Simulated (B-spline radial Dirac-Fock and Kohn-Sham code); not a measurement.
**Total conversion coefficients of Cs against transition energy**

Level of theory: a Dirac-Hartree-Slater potential of the neutral atom with a Latter tail (no hole, which puts coefficients of high multipoles low close above an edge), finite nucleus with surface currents; a B-spline atomic structure program. Subshells within 1 keV of threshold and pair formation are left out.

| energy (keV) | E1 | E5 | M1 | M2 | M4 | M5 |
| --- | --- | --- | --- | --- | --- | --- |
| 16.6 | 5.32 | 4.69e+09 | 25.9 | 5210 | 1.22e+08 | 9.60e+09 |
| 16.8 | 5.14 | 4.27e+09 | 25.0 | 4920 | 1.11e+08 | 8.68e+09 |
| 20 | 3.15 | 1.08e+09 | 14.8 | 2180 | 3.03e+07 | 2.03e+09 |
| 20.6 | 2.90 | 8.61e+08 | 13.6 | 1900 | 2.43e+07 | 1.59e+09 |
| 21.4 | 2.60 | 6.39e+08 | 12.1 | 1600 | 1.84e+07 | 1.16e+09 |
| 23.1 | 2.10 | 3.53e+08 | 9.66 | 1120 | 1.05e+07 | 6.18e+08 |
| 23.9 | 1.91 | 2.71e+08 | 8.73 | 959 | 8.15e+06 | 4.67e+08 |
| 26.5 | 1.42 | 1.22e+08 | 6.42 | 598 | 3.83e+06 | 2.00e+08 |
| 31.7 | 0.857 | 3.05e+07 | 3.77 | 266 | 1.05e+06 | 4.67e+07 |
| 33.3 | 0.745 | 2.09e+07 | 3.26 | 213 | 740000 | 3.14e+07 |
| 50 | 1.47 | 921000 | 6.76 | 130 | 46200 | 1.26e+06 |
| 54.1 | 1.19 | 504000 | 5.36 | 95.5 | 27900 | 686000 |
| 65.7 | 0.702 | 115000 | 3.04 | 45.0 | 8410 | 160000 |
| 72.1 | 0.545 | 56700 | 2.32 | 31.5 | 4840 | 81700 |
| 100 | 0.220 | 4900 | 0.908 | 9.13 | 754 | 8470 |
| 101 | 0.214 | 4550 | 0.882 | 8.80 | 714 | 7920 |
| 102 | 0.209 | 4230 | 0.858 | 8.48 | 676 | 7420 |
| 109 | 0.173 | 2600 | 0.710 | 6.63 | 471 | 4790 |
| 113 | 0.157 | 2000 | 0.641 | 5.80 | 387 | 3790 |
| 200 | 0.0323 | 37.5 | 0.132 | 0.756 | 20.4 | 114 |
| 221 | 0.0246 | 19.7 | 0.101 | 0.537 | 12.5 | 64.1 |
| 340 | 0.00794 | 1.53 | 0.0323 | 0.130 | 1.67 | 6.12 |
| 358 | 0.00698 | 1.16 | 0.0283 | 0.110 | 1.33 | 4.69 |
| 500 | 0.00311 | 0.220 | 0.0122 | 0.0397 | 0.318 | 0.900 |
| 871 | 0.000947 | 0.0235 | 0.00320 | 0.00828 | 0.0382 | 0.0797 |
| 1000 | 0.000726 | 0.0146 | 0.00232 | 0.00575 | 0.0237 | 0.0464 |
| 1660 | 0.000297 | 0.00321 | 0.000749 | 0.00162 | 0.00482 | 0.00784 |
| 1670 | 0.000294 | 0.00316 | 0.000740 | 0.00160 | 0.00474 | 0.00769 |
| 2000 | 0.000220 | 0.00197 | 0.000503 | 0.00105 | 0.00284 | 0.00439 |

**Question.** How fast do they fall between 1660 and 2000 keV?

**Answer.** As powers of the energy: E1 E^-1.61, E5 E^-2.63, M1 E^-2.13, M2 E^-2.35, M4 E^-2.84, M5 E^-3.12. Within one type (E or M) the higher multipoles fall faster.

Values without a named source are computed, but for edge energies of neutral atoms, which are taken from tables.
